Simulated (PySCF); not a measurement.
# Spectroscopy problems

Level of theory: shielding tensors at PBE0/pcSseg-1 (GIAO), GFN2-xTB geometry, in PySCF 2.14.0 with density-fitted response routines (one conformer, gas phase, non-relativistic, averaged over atoms made equivalent by symmetry, fast rotation or ring inversion).

Scale: 1H (σref 31.72), 13C (σref 186.93) vs TMS (reference shieldings calculated alike). Splittings of carbon signals by F and P are missing where no couplings were computed. Where no couplings were computed, multiplicities follow the n + 1 count of equivalent neighbours, and m marks all less simple cases (inequivalent or close neighbours, rings, F or P nearby). Shifts are as computed. Against solution values, carbons near 30 ppm lie about +3 ppm off and those near 130 ppm about +5 ppm; carbons on Cl a further +6 ppm. Of 1211 compounds with measured shifts, 218 miss one by over three times the rms of a fit or turn the order of signals round; such compounds aren't used in these exercises. Carbons bonded to Cl come out too deshielded.

(1) C5H9F3NP. 1H NMR (400 MHz, computed): δ 8.69 (m, 1H), 4.39 (m, 2H), 2.60 (s, 6H). 13C{1H} NMR (computed): δ 182.7, 130.5, 70.3, 45.8. Identify the compound.

(2) C8H7Cl. 1H NMR (600 MHz, computed): δ 6.27 (d, 1H), 6.23 (m, 1H), 6.22 (m, 1H), 6.22 (m, 1H), 6.11 (m, 1H), 6.08 (m, 1H), 6.02 (d, 1H). 13C{1H} NMR (computed): δ 144.7, 142.7, 142.1, 141.1, 140.7, 140.4, 139.7, 138.0. Give a structure.

(3) C7H4F2O. 1H NMR (500 MHz, computed): δ 8.60 (m, 1H), 7.95 (m, 1H), 7.58 (m, 1H), 7.49 (m, 1H). 13C{1H} NMR (computed): δ 174.1 (C), 165.0 (C), 143.7 (CH), 143.0 (CH), 129.5 (CH), 123.5 (CH), 117.9 (C). What is it?

Answers

(1) `C(N(C)C)/P=C\C(F)(F)F`. 4 carbon signals for 5 carbons: some carbons are equivalent by symmetry or fast rotation. Carbon types of the structure: 1 × C, 1 × CH, 1 × CH2, 2 × CH3, which accounts for all hydrogens. δC 182.7: carbon double-bonded to a heavier main-group atom. δC 130.5: CF3 carbon; 3 electronegative neighbours deshield it. δC 70.3: sp3 CH2 bonded to N and P; deshielded by the electronegative neighbour. δH 8.69: hydrogen on a carbon double-bonded to a heavier main-group atom.

This is the structure that produced the data.

(2) `ClC1=C/C=C\C=C/C=C\1`. Rings plus π bonds: 5 (1 ring in the answer). 8 carbon signals for 8 carbons: no two carbons are equivalent. Carbon types of the structure: 1 × C, 7 × CH, which accounts for all hydrogens. δC 144.7: fully substituted alkene carbon; an sp2 carbon of a C=C bond. δC 142.7, 142.1, 141.1, 140.7, 140.4, 139.7, 138.0: alkene CH; as expected for a trigonal carbon in a double bond. δH 6.27, 6.23, 6.22, 6.22, 6.11, 6.08, 6.02: hydrogen on an alkene CH; a vinylic proton, deshielded by the sp2 carbon and the C=C anisotropy.

The shifts were computed for this structure.

(3) SMILES O=C(F)c1ccccc1F. Rings plus π bonds: 5 (1 ring in the answer). 7 carbon signals for 7 carbons: no two carbons are equivalent. Carbon types of the structure: 3 × C, 4 × CH, which accounts for all hydrogens. δC 174.1: aromatic carbon bearing fluorine; the electronegative substituent deshields the carbon that carries it. δC 143.7, 143.0, 129.5, 123.5: aromatic CH. δC 117.9: substituted aromatic carbon. δH 8.60, 7.95, 7.58, 7.49: hydrogen on an aromatic CH.

This is the structure that produced the data.
